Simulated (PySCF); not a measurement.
[PySCF: shieldings: GIAO PBE0/pcSseg-1; coordinates at the GFN2-xTB level; fast rotation and ring inversion assumed for equivalent nuclei; one computed conformer; non-relativistic Hamiltonian; no solvent model]

Chemical shifts δ = σref − σ; 1H, 13C against TMS, all at this level. Shifts are as computed. Against solution values, carbons near 30 ppm lie about +3 ppm off and those near 130 ppm about +5 ppm; carbons on Cl a further +6 ppm. Of 1211 compounds with measured shifts, 218 miss one by over three times the rms of a fit or turn the order of signals round; such compounds aren't used in these exercises. Carbons bonded to Cl come out too deshielded.

Task: Order these molecules by the shift of their most deshielded carbon, lowest δ first.
A. Cn1ccnc1
B. C=C[SiH2]C=O
C. COC1=C(F)C(=O)C=C(C)C1=O

Result: A (140.3 ppm, aromatic CH between two ring heteroatoms), C (188.8 ppm, ketone carbonyl carbon), B (243.5 ppm, carbonyl carbon).

Task: Order these molecules by the shift of their most shielded carbon-bound hydrogen, lowest δ first.
A. O=C(Cl)C=C([SiH3])[SiH3]
B. Cn1ccnc1
C. C=C[SiH2]C=O
D. COC1=C(F)C(=O)C=C(C)C1=O

Result: D (2.09 ppm, hydrogen on an allylic methyl carbon), B (3.77 ppm, hydrogen on a methyl carbon bonded to N), C (6.34 ppm, hydrogen on an alkene CH), A (7.42 ppm, hydrogen on an α carbon of a C=C–C=O unit).

Task: How many 13C and 1H signals does each give (equivalence by symmetry and fast rotation, but not about amide C–N or C=N bonds)? `C=C[SiH2]C=O`, `Cn1ccnc1`, `O=C(Cl)C=C([SiH3])[SiH3]`, `COC1=C(F)C(=O)C=C(C)C1=O`

Result: C=C[SiH2]C=O: 3 C, 5 H; Cn1ccnc1: 4 C, 4 H; O=C(Cl)C=C([SiH3])[SiH3]: 3 C, 3 H; COC1=C(F)C(=O)C=C(C)C1=O: 8 C, 3 H.
